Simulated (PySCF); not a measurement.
GeH$_{3}$N (calculated)

Calculation on a computer-drawn molecule: vertical ionisation energy to the stated ion spin, frozen-core CCSD(T) at the basis limit and cheaper methods, single-reference cases, UHF for radicals, no spin-orbit; all values are single points at the evaluated structure, the first of each entry, which is the reference or a displaced copy of it and isn't optimised; the reference structure only sets the zero of the energies above reference; triples share is (T) over the correlation energy; on germanium a core potential holds 10 electrons, which the energies leave out, and 3d is frozen in MP2 and coupled-cluster steps. Program: PySCF 2.14.0.

```json
{"formula": "GeH3N", "evaluated_structure": {"atoms_angstrom": [["N", 0.287, -0.4006, -1.2527], ["Ge", 2.0396, -0.8374, -1.3842], ["H", -0.1958, -0.3974, -0.374], ["H", -0.3141, -0.139, -2.011], ["H", 2.097, -0.6332, -2.9605]]}, "reference_structure": {"atoms_angstrom": [["N", 0.287, -0.4006, -1.2527], ["Ge", 2.0396, -0.8374, -1.3842], ["H", -0.1958, -0.3974, -0.374], ["H", -0.3141, -0.139, -2.011], ["H", 2.097, -0.6332, -2.9605]]}, "given": {"charge": 0, "multiplicity": 1, "ion_multiplicity": 2, "diffuse_functions": "no", "basis": "cc-pVnZ", "basis_and_core_potential_on_germanium": "cc-pVnZ-PP ECP10MDF", "reference_is": "the Hartree-Fock double-zeta minimum", "best_is": "HF at quadruple zeta + MP2 correlation extrapolated from triple and quadruple zeta + CCSD(T) minus MP2 at triple zeta", "basis_step_is": "the size of the change from the same recipe one zeta lower", "drawn_bonds_atom": [1, 1, 1, 2], "drawn_bonds_other_atom": [2, 3, 4, 5], "drawn_bonds_order": [1, 1, 1, 1]}, "results": {"T1_diagnostic_at_triple_zeta": null}}
```

Questions
1. Give the missing T1 diagnostic at triple zeta for GeH$_{3}$N.
2. Give the table of triple zeta values for GeH$_{3}$N.

Answers
1. 0.01693
2. 
Triple zeta:
```
 method  ionisation energy (eV)  energy above reference (kcal/mol)
     HF                   8.094                                  0
    PBE                   8.864                                  0
 r2SCAN                   8.893                                  0
  B3LYP                   9.053                                  0
  wB97X                   9.126                                  0
    MP2                   8.818                                  0
   CCSD                   8.904                                  0
CCSD(T)                   8.906                                  0
```

Further results for GeH$_{3}$N:

| Item | Value |
| --- | --- |
| ionisation energy best | 9.033 eV |
| ionisation energy basis step | 0.04795 eV |
| energy above reference best | 0 kcal/mol |
| energy above reference basis step | 0 kcal/mol |
| ionisation energy Koopmans at triple zeta | 8.987 eV |
| ionisation energy EOM CCSD at triple zeta | 9.014 eV |
| total energy HF triple zeta | -349.6052 hartree |
| total energy CCSD(T) triple zeta | -349.9619 hartree |
| total energy best | -350.0064 hartree |
| D1 diagnostic at triple zeta | 0.04858 |
| ion T1 diagnostic at triple zeta | 0.02418 |
| ion D1 diagnostic at triple zeta | 0.0763 |
| ion spin squared at triple zeta | 0.7846 |
| triples share at triple zeta | 0.03776 |
| basis functions triple zeta | 111 |
| dipole magnitude HF at triple zeta | 1.364 debye |
| dipole magnitude CCSD unrelaxed at triple zeta | 1.582 debye |
| dipole magnitude PBE at triple zeta | 1.746 debye |
| dipole magnitude r2SCAN at triple zeta | 1.74 debye |
| dipole magnitude B3LYP at triple zeta | 1.586 debye |
| dipole magnitude wB97X at triple zeta | 1.541 debye |
